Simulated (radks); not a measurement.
Results of a calculation; reference values are marked as such.
Initial-state core-level shifts of neutral osmium when its valence configuration changes from [Xe] 4f14 5d6 6s2. Level of theory: scalar-relativistic Kohn-Sham, PBE, spin-polarised, spherical densities, finite nucleus; open shells are filled with parallel spins first (spin-orbit coupling, left out, can overturn this in heavy ions); Fermi nuclear charge, rms radius 5.4126 fm (a radial shooting solver on a logarithmic mesh with Libxc functionals). Shifts are changes of the shell-averaged eigenvalues in eV (positive: less bound); the change of the density at the nucleus, which sets a Mossbauer isomer shift, is in e/bohr^3, on a base of 1.789e+06.

valence	2s	3s	3p	4p	density at nucleus
4f13 5d6 6s2 6p1	-16.427	-18.050	-18.020	-15.985	+152.9
4f13 5d7 6s2	-11.756	-13.411	-13.381	-11.363	+110.9
4f13 5d6.5 6s2 6p0.5	-14.103	-15.744	-15.714	-13.689	+131.8
4f14 5d5 6s2 6p1	-4.340	-4.309	-4.308	-4.304	+39.0
4f14 5d4 6s2 6p2	-9.168	-9.076	-9.075	-9.042	+83.6
4f14 5d6 6s1 6p1	-1.476	-1.483	-1.483	-1.488	-83.7
4f14 5d7 6s1	+2.438	+2.416	+2.416	+2.415	-105.4
4f13 5d5 6s2 6p2	-21.121	-22.690	-22.659	-20.595	+196.6
4f14 5d6.5 6s1.5	+1.256	+1.244	+1.244	+1.243	-54.4
